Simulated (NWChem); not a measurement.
System: BBr₂F; SMILES FB(Br)Br

Here is an NWChem input.

```
start job
memory heap 200 mb stack 900 mb global 1100 mb
geometry units angstroms noautoz
  B      0.000000     0.000000    -0.620033
  F      0.000000     0.000000    -1.929908
  Br     1.661466     0.000000     0.303796
  Br    -1.661466     0.000000     0.303796
end
basis spherical
  B library def2-svp
  F library def2-svp
  Br library def2-svp
end
dft
  xc b3lyp
  iterations 150
  mulliken
end
task dft energy
```

Output (shortened):

```
             Northwest Computational Chemistry Package (NWChem) 7.3.0
             --------------------------------------------------------

 C2V symmetry detected

                             Geometry "geometry" -> ""
                             -------------------------

 Output coordinates in angstroms (scale by  1.889725989 to convert to a.u.)

  No.       Tag          Charge          X              Y              Z
 ---- ---------------- ---------- -------------- -------------- --------------
    1 B                    5.0000     0.00000000     0.00000000    -0.62951375
    2 F                    9.0000     0.00000000     0.00000000    -1.93938875
    3 Br                  35.0000     1.66146600     0.00000000     0.29431525
    4 Br                  35.0000    -1.66146600     0.00000000     0.29431525

 Effective nuclear repulsion energy (a.u.)     430.4429426849

      Symmetry information
      --------------------

 Group name             C2v
 Group number             16
 Group order               4
 No. of unique centers     3

                                 NWChem DFT Module
                                 -----------------

 Summary of "ao basis" -> "ao basis" (spherical)
 ------------------------------------------------------------------------------
       Tag                 Description            Shells   Functions and Types
 ---------------- ------------------------------  ------  ---------------------
 B                          def2-svp                 6       14   3s2p1d
 F                          def2-svp                 6       14   3s2p1d
 Br                         def2-svp                12       32   5s4p3d

      Symmetry analysis of basis
      --------------------------

        a1         36
        a2         12
        b1         28
        b2         16

            General Information
            -------------------
          SCF calculation type: DFT
          Wavefunction type:  closed shell.
          No. of atoms     :     4
          No. of electrons :    84
           Alpha electrons :    42
            Beta electrons :    42
          Charge           :     0
          Spin multiplicity:     1
          Use of symmetry is: on ; symmetry adaption is: on
          Maximum number of iterations: 150
          AO basis - number of functions:    92
                     number of shells:    36
          Convergence on energy requested:  1.00D-06
          Convergence on density requested:  1.00D-05
          Convergence on gradient requested:  5.00D-04

              XC Information
              --------------
                         B3LYP Method XC Potential
                     Hartree-Fock (Exact) Exchange  0.200
                        Slater Exchange Functional  0.800 local
                    Becke 1988 Exchange Functional  0.720 non-local
              Lee-Yang-Parr Correlation Functional  0.810
                  VWN I RPA Correlation Functional  0.190 local

             Grid Information
             ----------------
          Grid used for XC integration:  medium
          Radial quadrature: Mura-Knowles
          Angular quadrature: Lebedev.
          Tag              B.-S. Rad. Rad. Pts. Rad. Cut. Ang. Pts.
          ---              ---------- --------- --------- ---------
          B                   0.85       49           7.0       434
          F                   0.50       49           8.0       434
          Br                  1.15      112          10.0       590
          Grid pruning is: on
          Number of quadrature shells:   210
          Spatial weights used:  Erf1

      Superposition of Atomic Density Guess
      -------------------------------------

 Sum of atomic energies:       -5267.96812308

      Non-variational initial energy
      ------------------------------

 Total energy =   -5268.982659
 1-e energy   =   -8194.167358
 2-e energy   =    2494.741757
 HOMO         =      -0.372846
 LUMO         =       0.060418

      Symmetry analysis of molecular orbitals - initial
      -------------------------------------------------

  Numbering of irreducible representations:

     1 a1          2 a2          3 b1          4 b2

  Orbital symmetries:

     1 b1          2 a1          3 a1          4 b1          5 b1
     6 a1          7 b1          8 b2          9 a1         10 a2
    11 a1         12 a1         13 b1         14 a1         15 a1
    16 b1         17 a1         18 b2         19 b1         20 a2
    21 a1         22 b1         23 a1         24 b2         25 a2
    26 b1         27 a1         28 b2         29 a2         30 b1
    31 a1         32 a1         33 b1         34 a1         35 b1
    36 b2         37 a1         38 b1         39 b2         40 a1
    41 a2         42 b1         43 b2         44 a1         45 a1
    46 b1         47 a1         48 b1         49 b2         50 a1
    51 a1         52 b1

     ---------------------------------------------
      Total Density - Mulliken Population Analysis
     ---------------------------------------------

    Atom       Charge   Shell Charges
 -----------   ------   -------------------------------------------------------
    1 B    5     4.12   1.99  0.76  0.10  0.92  0.20  0.14
    2 F    9     9.33   1.99  1.15  0.72  3.50  1.97  0.00
    3 Br  35    35.27   2.00  2.00  2.00  1.36  0.57  6.00  5.99  2.37  2.97  8.23  1.73  0.06
    4 Br  35    35.27   2.00  2.00  2.00  1.36  0.57  6.00  5.99  2.37  2.97  8.23  1.73  0.06

[...]
```

Level: B3LYP/def2-SVP. Structure relaxed at the PBE0/def2-SVP level.
